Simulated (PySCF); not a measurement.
# What a mistake does to a calculation on H7N2Si2

Calculated results; nothing here was measured. They come from PySCF 2.14.0, an open-source quantum chemistry program, on an isolated molecule that a program drew, which may never have been made. The molecule is H7N2Si2 (charge 0, doublet), drawn as the SMILES string `N[SiH](N)[SiH2]`.

Each row is a Hartree-Fock (HF) and frozen-core CCSD(T) single point in the cc-pV(D+d)Z basis, meant for a local HF minimum. Run 1 is clean. Each other run has one planted mistake out of seven kinds, and not every kind appears here: one electron removed, one electron added, multiplicity raised by two, geometry at a saddle point, minimal basis STO-3G, one bond length entered in bohr, all coordinates scaled. The reference is restricted for singlets and unrestricted otherwise, and also for a bond in bohr. Adding or removing an electron swaps singlet and doublet. Electrons count all cores. HOMO and LUMO are orbital energies over both spins, the gradient is its largest component, and the lowest frequency (negative if imaginary) is given only where the gradient is small. Bond lengths are over the 10 bonds as drawn. T1 is the CCSD diagnostic: over 0.02 (restricted) or 0.045 (unrestricted) a single reference is doubtful.

Geometry of the clean run:
```xyz
11
H7N2Si2, angstrom
N    -0.6256   -0.3673   -0.5298
Si   -0.4664   -1.8144    0.3852
N    -2.0456   -2.3721    0.7705
Si    0.8723   -1.2365    2.2502
H     0.1601    0.2456   -0.6409
H    -1.1762   -0.3867   -1.3693
H     0.1536   -2.9675   -0.3207
H    -2.1959   -3.3506    0.9276
H    -2.6500   -1.8213    1.3510
H     1.2660   -2.3956    3.0945
H     2.0934   -0.4476    1.9334
```

```
run  electrons  basis functions  <S^2>  HOMO (eV)  LUMO (eV)  gradient (hartree/bohr)  lowest frequency (cm^-1)  mean bond (Å)  longest bond (Å)      T1  HF (hartree)  CCSD(T) (hartree)                     mistake
  1         49              109  0.759      -8.33       1.46                  1.8e-05                        96         1.4280             2.367  0.0126    -690.87151         -691.46802                    no fault
  2         48              109  0.000     -15.07      -6.50                  6.1e-02                         -         1.4280             2.367  0.0168    -690.59845         -691.18833        one electron removed
  3         49               35  0.754      -5.71       6.72                  4.4e-02                         -         1.4280             2.367  0.0077    -682.73395         -682.93628        minimal basis STO-3G
  4         49              109  3.768      -3.60      -1.22                  2.0e-02                         -         1.4280             2.367  0.0334    -690.65228         -691.25255  multiplicity raised by two
  5         49              109  1.562      -8.50       1.33                  1.9e-02                         -         1.5172             2.367  0.0615    -690.73171         -691.32127                           ?
  6         49              109  0.759      -8.40       1.36                  2.8e-02                         -         1.4737             2.443  0.0133    -690.86126         -691.46370                           ?
```

**Which mistake was planted in run 5, and what did it cost?**

The mean bond changes by a factor of 1.062 and the longest by 1.000, so the molecule wasn't scaled as a whole. A length L in bohr read as angstrom grows by (1/0.5292 - 1) L = 0.890 L. The 10 bonds together grew by 10 x 0.0892 = 0.892 Å, which gives L = 1.003 Å. That is the length of one of the H-N bonds, 1.003 Å in the clean geometry. So the mistake is: one bond length entered in bohr. Subtracting run 1 and multiplying by 627.51 kcal/mol a hartree, the energy moved by 87.7 kcal/mol in HF and 92.1 kcal/mol in CCSD(T).

**Which mistake was planted in run 6, and what did it cost?**

The mean and the longest bond both change by the same factor, 1.032, and the gradient is no longer small. So the mistake is: all coordinates scaled. Subtracting run 1 and multiplying by 627.51 kcal/mol a hartree, the energy moved by 6.4 kcal/mol in HF and 2.7 kcal/mol in CCSD(T).

Cautions from the logs. Run 5: T1 is over the limit, so its CCSD(T) energy is less reliable.
